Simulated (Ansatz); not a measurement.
Input file for Ansatz (a first-principles code): R-B2PLYP/def2-TZVPPD on CH8AlN (a complex). Files ending in .json are basis or fitting sets from the Basis Set Exchange.

Ansatz 0.2 input:
```yaml
crystal:
  periodic: [false, false, false]
  atoms:
    - {symbol: Al, position_ang: [-0.32761636, 0.59589039, 1.67060197]}
    - {symbol: H, position_ang: [-0.75494524, -0.86569892, 1.18550596]}
    - {symbol: H, position_ang: [0.92990965, 1.27227927, 0.95262748]}
    - {symbol: H, position_ang: [-1.49152111, 1.56324468, 2.18414292]}
    - {symbol: C, position_ang: [-0.38378965, -0.55512101, 4.42810936]}
    - {symbol: N, position_ang: [0.53366078, 0.11412890, 3.47663392]}
    - {symbol: H, position_ang: [-1.23014283, 0.10311917, 4.61247149]}
    - {symbol: H, position_ang: [0.10734470, -0.79405169, 5.37215337]}
    - {symbol: H, position_ang: [-0.75344252, -1.46840119, 3.96674293]}
    - {symbol: H, position_ang: [0.90000968, 0.96987042, 3.88515529]}
    - {symbol: H, position_ang: [1.33852584, -0.47800178, 3.28960817]}
basis:
  gaussian:
    orbitals: def2-TZVPPD.json
hamiltonian:
  xc: {name: B2PLYP}
magnetization: {spin_polarized: false}
correlation: {electrons: outside_noble_gas}
scf: {lower_state_search: off}
```

**Question.** Give the final energy of this run.

**Answer.** -339.9420 hartree.

**Question.** How many basis functions does it have, and what does it roughly cost on one machine?

**Answer.** 258 functions; roughly 11 core-seconds.
